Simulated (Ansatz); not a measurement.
CH₄S₂Sn, SMILES `C[S][Sn][SH]`, relaxed with RKS PBE-D4/def2-SVP in Ansatz from a rough embedded geometry. The force threshold is 0.03 eV/Å; the program also tests the step.

The species carries charge 0 and has multiplicity 1. Sn takes the def2 core potential.

Start:

```xyz
8

C     0.470    1.187   -0.278
S     1.528   -0.249   -0.627
Sn   -0.384   -1.638   -1.060
S    -1.827   -1.732    0.815
H     1.174    2.068    0.018
H    -0.123    1.014    0.629
H    -0.113    1.497   -1.142
H    -0.725   -2.148    1.645
```

Question: How much energy does the relaxation release, and in how many steps? (Estimate.)

Answer: Computed: 88.92 kJ/mol, in 28 steps, 5 of them rejected.

Question: Which bonds change most? (Estimate.)

Answer: The calculation gave: Sn3–S4 from 2.368 to 2.489 Å; S4–H8 from 1.441 to 1.363 Å; S2–Sn3 from 2.403 to 2.482 Å; C1–H5 from 1.166 to 1.108 Å.

Question: Give the relaxed structure. (Best estimate.)

Answer: The calculation gave: 
```xyz
8

C     0.315    1.072   -0.202
S     0.813   -0.071   -1.540
Sn    0.064   -2.369   -0.976
S    -1.041   -1.979    1.220
H     0.796    0.806    0.760
H    -0.786    1.095   -0.075
H     0.655    2.084   -0.495
H    -0.816   -0.638    1.308
```
